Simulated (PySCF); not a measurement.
**Static response to an electric field**

Species: (FSi)4NH6 adamantane, F4H6N6Si4.
Cartesian coordinates in Å at the PBE0-D3(BJ)/def2-SVP level; atoms count from 1:
```
atom  x, y, z in Å
Si1    0.8129   -1.0610   -1.1253
F2     1.5298   -2.0259   -2.1976
N3     1.6496    0.4572   -0.9839
Si4    0.8870    1.5678    0.1102
F5     1.6933    2.9603    0.1715
N6    -0.7602    1.8233   -0.3642
Si7   -1.6473    0.3264   -0.4607
F8    -3.1453    0.5907   -0.9908
N9    -0.8332   -0.7434   -1.5834
N10   -1.5969   -0.4184    1.1031
Si11   0.0372   -0.7490    1.6302
F12   -0.0104   -1.4896    3.0596
N13    0.8376   -1.7599    0.4625
N14    0.8330    0.7878    1.6620
H15    2.6513    0.3529   -0.8165
H16   -0.9200    2.4701   -1.1348
H17   -0.9625   -0.5222   -2.5704
H18   -2.2573   -1.1899    1.1976
H19    0.6101   -2.7504    0.5334
H20    0.4538    1.3873    2.3969
```

Level: PBE0/def2-SVPD (PySCF), static field, nuclei fixed, core orbitals frozen in the response. The polarisability tensor in these axes (au):

```
x   112.83   0.19   0.03
y     0.19 113.45  -0.36
z     0.03  -0.36 113.16
```

Question: Give the principal values, the mean and the anisotropy Δα = √{½[(α1 − α2)² + (α2 − α3)² + (α1 − α3)²]}.

Answer: Principal values 112.72, 113.01 and 113.72 au; mean 113.15 au = 16.77 Å³ = 18.66 × 10⁻⁴⁰ C²·m²/J; Δα = 0.89 au (1 % of the mean).

Question: What is the dipole moment, and where does it point?

Answer: (-0.59, -0.41, -0.69) D, 0.99 D in size, pointing from the negative to the positive side. Measured along this direction, the outermost atoms are H20 at the negative end and H17 at the positive end.

Question: Find the Langevin capture rate constant for H3O+ (19.018 u) meeting this molecule (277.967 u), k = 2.342 × 10⁻⁹ cm³/s × √(α in Å³ / reduced mass in u).

Answer: The reduced mass is 17.80 u, so k = 2.27 × 10⁻⁹ cm³/s. The formula leaves out the permanent dipole, which adds to the capture rate.

Question: Traceless (Buckingham) quadrupole moment about the centre of nuclear charge: eigenvalues?

Answer: -5.13, -0.90, 6.03 D·Å. The values depend on the origin, since the dipole doesn't vanish. The electronic extent ⟨r²⟩ about the same centre is 3101 bohr², a root-mean-square distance of 2.49 Å for the 140 electrons.

Question: Molar refractivity from α?

Answer: Lorentz–Lorenz: R = (4π/3)N_A α = 2.5225 cm³/(mol·Å³) × 16.77 Å³ = 42.3 cm³/mol, in the limit of long wavelengths.

Question: What would n − 1 = 2πNα be for an ideal gas of these molecules at 350 K and 1 atm, electronic part alone?

Answer: N = p/kT = 2.0968 × 10¹⁹ cm⁻³, so n − 1 = 2π × N × 16.77 × 10⁻²⁴ cm³ = 2209 × 10⁻⁶ at long wavelengths, for an ideal gas.

Question: In a dilute gas of rigid molecules at 250 K, how does the orientational term μ²/3kT compare with the electronic polarisability?

Answer: In Gaussian units μ²/3kT = 9.45 Å³ against 16.77 Å³, a ratio of 0.56; the Debye molar polarisation (4π/3)N_A(α + μ²/3kT) is 66.1 cm³/mol, leaving out the vibrational part.

The structure is a single PBE0-D3(BJ)/def2-SVP conformer in the gas phase; no vibrational or solvent corrections.
